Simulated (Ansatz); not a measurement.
Born–Oppenheimer molecular dynamics of Cl2H2HfO2 (7 atoms, charge 0, multiplicity 1). It starts from a relaxed structure.

All numbers below come from RKS PBE-D4/def2-SVP (Ansatz 0.2.0).

```
ensemble        : NVT, Langevin thermostat
time step       : 0.5 fs
steps asked     : 245
set temperature : 300 K
friction        : 0.01 /fs
seed            : 600750
```

First frame:

```xyz
7
Properties=species:S:1:pos:R:3
Hf -0.145 -0.258 0.076
Cl -0.040 -0.023 2.435
O 1.636 -0.333 -0.617
H 2.499 -0.249 -1.042
O -1.093 1.236 -0.651
H -1.447 2.018 -1.093
Cl -1.284 -2.252 -0.523
```

Question: How far do the bonds stretch over the last three quarters of this one trajectory? (Pairs bonded in most of those frames.)

Answer: 
| bond | mean (Å) | spread (Å) | shortest | longest |
| --- | --- | --- | --- | --- |
| Hf1–Cl2 | 2.369 | 0.014 | 2.33 | 2.38 |
| Hf1–O3 | 1.928 | 0.031 | 1.86 | 2.00 |
| Hf1–O5 | 1.932 | 0.063 | 1.84 | 2.02 |
| Hf1–Cl7 | 2.380 | 0.025 | 2.35 | 2.43 |
| O3–H4 | 0.973 | 0.019 | 0.94 | 1.01 |
| O5–H6 | 0.969 | 0.015 | 0.94 | 1.00 |

Mean temperature of the second half: 365 K. The mean temperature of the second half is 22 % above the set value. A run of 0.12 ps of so small a system gives no equilibrium averages.

The run took 12 min on 2 threads of Intel(R) Xeon(R) Platinum 8259CL CPU @ 2.50GHz (Skylake/Cascade Lake), on a shared host, peak memory 0.23 GiB.
